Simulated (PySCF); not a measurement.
C2H6BFO, SMILES O(C)B(C)F.

Coordinates come from a r2SCAN-D4/def2-SVP optimisation. The values are those of a single conformer.

Level of theory: TDDFT-PBE/def2-SVPD (PySCF).

Vertical excitations. The molecule is in vacuum.

Computed lowest excited states:
```tsv
state	energy (eV)	λ (nm)	f	main pairs
S1	7.22	172	0.011	HOMO→LUMO 89 %
S2	7.26	171	0.005	HOMO−1→LUMO 75 %, HOMO−1→LUMO+1 20 %
S3	7.41	167	0.004	HOMO→LUMO+1 87 %
S4	7.96	156	0.105	HOMO−1→LUMO+1 68 %, HOMO−1→LUMO 18 %
S5	8.08	153	0.023	HOMO→LUMO+2 99 %
S6	8.13	153	0.024	HOMO−1→LUMO+2 96 %
S7	8.45	147	0.026	HOMO−2→LUMO 88 %
S8	8.57	145	0.006	HOMO→LUMO+3 61 %, HOMO−1→LUMO+3 37 %
S9	8.58	144	0.005	HOMO−1→LUMO+3 62 %, HOMO→LUMO+3 37 %
S10	8.67	143	0.005	HOMO−2→LUMO+1 86 %
T1	6.85	181	0	HOMO−1→LUMO+1 56 %, HOMO−1→LUMO 36 %
T2	6.98	178	0	HOMO→LUMO 47 %, HOMO→LUMO+1 44 %
T3	7.14	174	0	HOMO→LUMO 45 %, HOMO→LUMO+1 43 %, HOMO−1→LUMO 8 %
T4	7.16	173	0	HOMO−1→LUMO 52 %, HOMO−1→LUMO+1 37 %
```
Triplets are in the Tamm–Dancoff approximation, which puts them higher than full response would, so one can lie above its singlet here.
